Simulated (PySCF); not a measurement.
Spinor energies of Pb⁷²⁺ (lead, charge +72)

Start: [Ne]. Calculated with PySCF 2.14 in an uncontracted even-tempered set (16 s from 60 bohr⁻², ratio 2.4; 13 p from 79 bohr⁻², ratio 2.4; 5 d from 270 bohr⁻², ratio 2.6; 4 f from 410 bohr⁻², ratio 2.6): generalised Hartree-Fock with the X2C-1e Hamiltonian and a Gaussian nucleus; one run each with spin-orbit coupling (SO) switched off, then screened by Boettger's factors.

```csv
spinor shell,electrons,"ε, spin-free (eV)","ε, screened SO (eV)",weight of nominal j (screened SO),"rms radius, screened SO (bohr)"
1s1/2,2,-95423.6,-95394.9,1.000,0.0181
2s1/2,2,-22456.3,-22449.2,1.000,0.0718
2p1/2,2,-20246.4,-21888.0,1.000,0.0605
2p3/2,4,-20246.4,-19620.9,1.000,0.0684
```

```tsv
quantity	spin-free	screened SO
E (hartree)	-13901.81219	-13931.65366
M_J	0	0
⟨J²⟩	0.000	0.000
⟨L²⟩	0.000	0.055
⟨S²⟩	0.000	0.055
```

Breit and QED terms are absent; they matter most for the inner s and p1/2 levels.

Densities and radii are taken from the X2C orbitals without a picture-change correction, which distorts them close to the nucleus.

Without spin-orbit coupling the j labels of p, d and f shells carry no meaning; the spin-free column gives the mean over the occupied spinors of each nl shell.
